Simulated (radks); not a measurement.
Problem. All-electron atom: Fe3+ in [Ar] 3d5. All-electron calculation, Dirac Kohn-Sham, PBE, spin-unpolarised, spherical densities, point nucleus; open shells are shared between the two j in proportion to 2j + 1. Program: a radial shooting solver on a logarithmic mesh with Libxc functionals. Some entries of the table are withheld. Estimate them.

orbital,occ.,eigenvalue (hartree),r(max) (bohr),<r> (bohr)
1s1/2,2,-258.5482,0.03826,(1)
2s1/2,2,-31.51958,0.2224,0.2667
2p1/2,2,(2),0.1781,(3)
2p3/2,4,(4),0.1806,(5)
3s1/2,2,-4.81948,0.6991,0.8042
3p1/2,2,-3.60157,(6),0.8391
3p3/2,4,-3.54349,(7),0.8478
3d3/2,2,-1.59197,0.6940,0.9873
3d5/2,3,-1.58543,0.6963,0.9909

Solution. 
(1) 1s1/2 <r> (bohr): 0.05845
(2) 2p1/2 eigenvalue (hartree): -27.36970
(3) 2p1/2 <r> (bohr): 0.2334
(4) 2p3/2 eigenvalue (hartree): -26.91107
(5) 2p3/2 <r> (bohr): 0.2365
(6) 3p1/2 r(max) (bohr): 0.7056
(7) 3p3/2 r(max) (bohr): 0.7127
